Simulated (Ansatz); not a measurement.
Job for Ansatz (a first-principles code): R-PBE/def2-TZVPP on BClH2O (SMILES OBCl), a point of a torsion scan.

Ansatz 0.2 input:
```yaml
crystal:
  periodic: [false, false, false]
  atoms:
    - {symbol: O, position_ang: [-0.90697293, -0.18657031, -0.25454407]}
    - {symbol: B, position_ang: [0.24990628, 0.37696618, -0.49687930]}
    - {symbol: Cl, position_ang: [0.44409672, 2.08549703, -0.24264500]}
    - {symbol: H, position_ang: [-1.44013349, -0.61120346, 0.39846342]}
    - {symbol: H, position_ang: [1.14248389, -0.19368933, -1.01449587]}
basis:
  gaussian:
    orbitals: def2-TZVPP
hamiltonian:
  xc: {name: PBE}
scf: {lower_state_search: off}
```

The head of its log:

```
WARN ansatz: RAYON_NUM_THREADS=1 ignored (pool sized by the plan → 1); use --threads N
Functional definition: PBE
these checks for a lower state are left out or cut short: stability, starts, cluster_reference, orbital_swaps, neighbouring_geometries, increment
integrals: 0.04 GiB planned
732 factors; their error is unknown
mean field: 0.33 GiB planned
mean field evaluation 1: about -15266.6592 eV, gradient 6.3e1 eV
mean field evaluation 2: about -15234.9146 eV, gradient 1.4e2 eV
```

Task: Give the final energy of this run.

Result: -561.2884 hartree.
